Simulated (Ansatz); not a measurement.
n-GeGeSiH8 (SiGe₂H₈), relaxed as a singlet with RKS PBE0-D4/def2-SVP in Ansatz, starting from the GFN2-xTB geometry. Force threshold 0.02 eV/Å.

Start:

```xyz
11

Ge   -1.500   -0.768    1.139
Ge    0.077   -0.566   -0.639
Si    1.527    1.281   -0.680
H    -2.586    0.270    1.110
H    -0.893   -0.612    2.506
H    -2.237   -2.075    1.209
H     0.831   -1.881   -0.678
H    -0.730   -0.689   -1.917
H     1.883    1.626   -2.056
H     2.750    0.976    0.064
H     0.879    2.437   -0.058
```

| step | energy (eV) | largest force component (eV/Å) | SCF passes |
| --- | --- | --- | --- |
| 1 | -121009.9785 | 0.726 | 13 |
| 2 | -121010.1399 | 0.322 | 17 |
| 3 | -121010.1673 | 0.090 | 14 |
| 4 | -121010.1795 | 0.035 | 15 |
| 5 | -121010.1822 | 0.190 | 16 |
| 6 | -121010.1860 | 0.098 | 14 |
| 7 | -121010.1894 | 0.011 | 13 |
| 8 | -121010.1911 | 0.066 | 15 |
| 9 | -121010.1920 | 0.046 | 13 |
| 10 | -121010.1926 | 0.020 | 13 |
| 11 | -121010.1930 | 0.013 | 14 |
| 12 | -121010.1931 | 0.012 | 13 |

Force components are those of the run's own axes.

End:

| atom | x (Å) | y (Å) | z (Å) |
| --- | --- | --- | --- |
| Ge1 | -1.4044 | -0.7718 | 1.2115 |
| Ge2 | -0.0098 | -0.6417 | -0.7677 |
| Si3 | 1.4223 | 1.2582 | -0.6491 |
| H4 | -2.3470 | 0.4451 | 1.2697 |
| H5 | -0.5239 | -0.7683 | 2.4757 |
| H6 | -2.2542 | -2.0561 | 1.2057 |
| H7 | 0.8375 | -1.9257 | -0.8835 |
| H8 | -0.9030 | -0.5511 | -2.0220 |
| H9 | 2.2924 | 1.3550 | -1.8611 |
| H10 | 2.2904 | 1.1534 | 0.5640 |
| H11 | 0.5996 | 2.5030 | -0.5432 |

By distances, no bond broke or formed. The bond that changes most is Ge1–Ge2, from 2.39 to 2.42 Å (atoms count from 1).

The force fell under the threshold at step 7, but the optimiser went on and released 0.004 eV more. No frequencies were taken in this run, so the end may be a saddle point.

It took 38 s on 2 threads of Arm Neoverse V1 on a shared host.
